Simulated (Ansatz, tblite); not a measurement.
Two members of one family (Series NiX2), computed with Ansatz in the gas phase. HOMO and LUMO are taken over both spins. A negative gap means that an occupied level lies above an empty one. Binding counts from free atoms in the multiplicity of their measured ground term, without zero-point energy. Singlets are spin-restricted. Names give formal oxidation states. A dash marks a value that wasn't run or was left out as unsound. The structures are stationary points that may keep the symmetry of their start. Remarks come from the PBE and PBE0 runs and from stability tests at other levels; not every state was tested.

First: Ni(NH2)2 (triplet, charge 0, r2SCAN-D4/def2-TZVP geometry).

Cartesian coordinates in Å:
```
Ni 0.000 -0.001 0.000
N 1.374 0.452 1.046
H 1.666 1.397 1.258
H 1.991 -0.191 1.523
N -1.374 -0.453 -1.046
H -1.988 0.193 -1.524
H -1.669 -1.397 -1.258
```

```tsv
level	HOMO (eV)	LUMO (eV)	gap (eV)	binding per atom (eV)
PBE-D4/def2-SVP	-4.02	-4.28	-0.25	3.31
BLYP-D4/def2-TZVP	-4.31	-4.54	-0.23	–
r2SCAN-D4/def2-TZVP	-4.96	-4.11	0.85	3.17
PBE0-D4/def2-SVP	-5.79	-1.95	3.84	3.14
PBE0-D4/def2-TZVPD	-6.34	-2.67	3.68	3.12
```

Metal–donor distances: 2 × N 1.79 Å. Remarks: near-degenerate levels, lower spin may lie lower, restricted SCF unstable at other levels (singlet), restricted SCF unstable (singlet).

Second: NiMe2 (triplet, charge 0, r2SCAN-D4/def2-TZVP geometry).

Cartesian coordinates in Å:
```
Ni 0.2221 -0.4646 -0.4399
C -0.1631 -1.2828 1.2698
H 0.4497 -0.8413 2.0596
H 0.0717 -2.3517 1.1897
H -1.2201 -1.1700 1.5262
C 0.1642 1.2813 -1.2712
H -0.8521 1.6838 -1.2606
H 0.4933 1.1683 -2.3129
H 0.8343 1.9769 -0.7606
```

Q: What does the change do? Estimate second minus first.

A: 
```json
{"level": "PBE-D4/def2-SVP", "Δ HOMO (eV)": "-0.71", "Δ LUMO (eV)": "-0.23", "Δ gap (eV)": "0.47", "Δ binding per atom (eV)": "0.28"}
{"level": "BLYP-D4/def2-TZVP", "Δ HOMO (eV)": "-0.48", "Δ LUMO (eV)": "-0.23", "Δ gap (eV)": "0.25", "Δ binding per atom (eV)": "–"}
{"level": "r2SCAN-D4/def2-TZVP", "Δ HOMO (eV)": "-0.36", "Δ LUMO (eV)": "-0.16", "Δ gap (eV)": "0.20", "Δ binding per atom (eV)": "–"}
{"level": "PBE0-D4/def2-SVP", "Δ HOMO (eV)": "-0.42", "Δ LUMO (eV)": "-0.39", "Δ gap (eV)": "0.02", "Δ binding per atom (eV)": "0.37"}
{"level": "PBE0-D4/def2-TZVPD", "Δ HOMO (eV)": "-0.01", "Δ LUMO (eV)": "-0.03", "Δ gap (eV)": "-0.02", "Δ binding per atom (eV)": "0.32"}
```

Metal–donor distances: 2 × C 1.93 Å. The relaxed singlet lies at -0.99 eV (LDA (SPW92)/def2-TZVP) to 0.94 eV (BHLYP-D4/def2-TZVP) from the triplet, so the order hangs on the level. Remarks: singlet lower at PBE.
